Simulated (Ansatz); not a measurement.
Sn(CN)H3 (CH₃NSn). The state is a singlet with charge 0. Geometry relaxed at PBE-D4/def2-TZVP.

```
atom   x (Å)   y (Å)   z (Å)
 Sn1   0.381   0.396  -0.371
  C2  -0.842  -0.876   0.816
  N3  -1.510  -1.572   1.470
  H4   0.499   1.874   0.477
  H5  -0.417   0.568  -1.870
  H6   1.889  -0.391  -0.521
```

In the def2 sets Sn takes a core potential; there is no spin–orbit coupling.

**Question.** Estimate the harmonic wavenumbers at RKS PBE-D4/def2-TZVP (Ansatz, unscaled). Is this a minimum?

**Answer.** 207, 207, 401, 495, 496, 656, 682, 682, 1915, 1929, 1929, 2210 cm⁻¹. Yes, no mode is imaginary beyond noise. Zero-point energy 70.6 kJ/mol. Run time 20 s (4 threads of Arm Neoverse V1 on a shared host).
